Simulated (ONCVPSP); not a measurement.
## Configuration tests for Ge (Z = 32) (ONCV)

germanium, optimised norm-conserving Vanderbilt (ONCV), made with ONCVPSP 4.0.1 (PBE, fully relativistic). Core [Ne], reference 3s2 3p6 3d10 4s2 4p2. Waves: 3s+4s: rc 1.10 bohr, ncon 4, nbas 6, qcut 11.8 1/bohr, 3 projectors, debl 2.6 Ha; 3p+4p: rc 1.00 bohr, ncon 4, nbas 9, qcut 12.4 1/bohr, 2 projectors; 3d: rc 1.00 bohr, ncon 5, nbas 10, qcut 15.7 1/bohr, 2 projectors, debl 1.5 Ha; f scattering state at 0.34 Ha: rc 1.20 bohr, ncon 5, nbas 9, qcut 8.7 1/bohr, 2 projectors, debl 1.1 Ha. Local part: polynomial inside 0.90 bohr (lpopt 5, dvloc0 1 Ha). Core correction: Teter function, fcfact 1.5, rcfact 1.05.

Open shells are filled in proportion to 2j + 1.

Energies are relative to the spin-unpolarised reference configuration 3s2 3p6 3d10 4s2 4p2; without spin polarisation the order of configurations can differ from experiment.

```csv
valence configuration,charge,ΔE all-electron (eV),error AE − PS (meV)
3s2 3p6 3d10 4s2 4p0,+2,22.889,+2.8
3s2 3p6 3d10 4s1 4p3,0,7.969,-0.5
```

(1) What are ΔE and the potential's error for 3s2 3p6 3d10 4s1 4p0?

(2) What are ΔE and the potential's error for 3s2 3p6 3d10 4s2 4p1?

Answers

(1) ΔE = 57.680 eV all-electron; the error (AE − PS) is +4.4 meV.

(2) ΔE = 7.446 eV all-electron; the error (AE − PS) is +1.0 meV.
